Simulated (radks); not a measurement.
Species: Ba46+. Configuration: [Ne]. All-electron calculation, non-relativistic Kohn-Sham, LB94 model potential, spin-polarised, spherical densities, point nucleus; relativity is left out, which matters for an element this heavy. Program: a radial shooting solver on a logarithmic mesh with Libxc functionals.

Unscreened Slater integrals over Kohn-Sham orbitals (hartree). They are taken over the spin-up orbitals. Empty in this configuration: 3s.

integral     value
F0(2p,2p)   9.3914
F2(2p,2p)   4.5010
F0(2p,2s)   8.4745
G1(2p,2s)   4.7258
F0(2p,1s)   12.682
G1(2p,1s)   2.4452
F0(2p,3s)   4.4005
G1(2p,3s)  0.47314
F0(2s,2s)   7.9076
F0(2s,1s)   11.055
G0(2s,1s)   1.0887
F0(2s,3s)   4.2821
G0(2s,3s)  0.37265
F0(1s,1s)   34.658
F0(1s,3s)   5.0332
G0(1s,3s)  0.26896
F0(3s,3s)   3.3634
